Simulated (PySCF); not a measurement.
AlCl₂H₃O₂Si, SMILES [OH][Al]([OH])[SiH](Cl)Cl. Atoms are numbered in the order given.

```xyz
9

Si    -0.8388    -0.4551    -0.1521
Cl    -1.5110    -0.0784     1.7939
Cl    -1.5289     1.0796    -1.4025
Al     1.5842    -0.3213    -0.1392
O      2.4405    -1.7519     0.1719
O      2.4213     1.1358    -0.3927
H     -1.5129    -1.7016    -0.6012
H      3.3953    -1.8414     0.2483
H      2.0499     1.9989    -0.5953
```

The structure is a stationary point at B3LYP-D3(BJ)/def2-SVP. The structure was generated by enumeration; whether it is a known compound was not checked. The values are those of a single conformer.

Level of theory: PBE/def2-TZVP (PySCF).

ESP charges are fitted to the potential on shells at 1.4 to 2.0 van der Waals radii. Atomic charges (e):

```json
[
 {"atom": "Si1", "IAO": "0.51", "ESP fit": "-0.17", "Löwdin": "___"},
 {"atom": "Cl2", "IAO": "-0.30", "ESP fit": "-0.07", "Löwdin": "0.22"},
 {"atom": "Cl3", "IAO": "-0.30", "ESP fit": "-0.09", "Löwdin": "0.21"},
 {"atom": "Al4", "IAO": "1.03", "ESP fit": "0.92", "Löwdin": "___"},
 {"atom": "O5", "IAO": "-0.79", "ESP fit": "-0.75", "Löwdin": "-0.10"},
 {"atom": "O6", "IAO": "-0.80", "ESP fit": "-0.75", "Löwdin": "-0.10"},
 {"atom": "H7", "IAO": "-0.09", "ESP fit": "0.09", "Löwdin": "-0.02"},
 {"atom": "H8", "IAO": "0.37", "ESP fit": "0.43", "Löwdin": "___"},
 {"atom": "H9", "IAO": "0.37", "ESP fit": "0.40", "Löwdin": "___"}
]
```

**Question.** Fill in the missing entries. (The exact figures need the calculation; the answer reports its results.)

**Answer.** 
- Si1, Löwdin: -0.40
- Al4, Löwdin: -0.16
- H8, Löwdin: 0.18
- H9, Löwdin: 0.18
